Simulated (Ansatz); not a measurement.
Consider the formal hydrolysis of the Si–O bond: `CO[Si](O)([SiH3])Br` + H₂O → `O[Si](O)([SiH3])Br` + CH₃OH.

Isolated molecules relaxed with PBE0-D4/def2-TZVP in Ansatz; ΔE leaves out vibrations. CCSD(T)/CBS is the MP2 limit (def2-TZVPP, def2-QZVPP) plus CCSD(T) − MP2 in def2-TZVPP, frozen cores. This one scheme is used for every species. For Br outer-core shells are correlated without core-valence functions, which leaves a few kJ/mol of doubt a bond. Scalar relativity is left out up to krypton. Each species was taken in one conformer, which may not be the lowest.

```tsv
species	SCS-MP2/def2-QZVPP energy (Eh)
`CO[Si](O)([SiH3])Br`	-3343.78225
H₂O	-76.34808
`O[Si](O)([SiH3])Br`	-3304.56569
CH₃OH	-115.56242
```

Question: Work out ΔE.

Answer: ΔE = (-3304.56569) + (-115.56242) − (-3343.78225) − (-76.34808) = 0.00222 Eh = +0.06 eV. CCSD(T)/CBS gives +0.08 eV.

Largest T1 diagnostic among the species: 0.011.

The D4 term adds +0.08 eV with B3LYP and +0.05 eV with PBE0; it sums over pairs of atoms, weighted by their polarisabilities, and B3LYP, whose exchange is more repulsive, gets the larger term. In def2-TZVPP, CCSD(T) changes the Hartree–Fock value by +0.09 eV (the triples alone add +0.01 eV) and MP2 by +0.11 eV.

B3LYP here is the variant with VWN-RPA as its local correlation; programs differ in this.
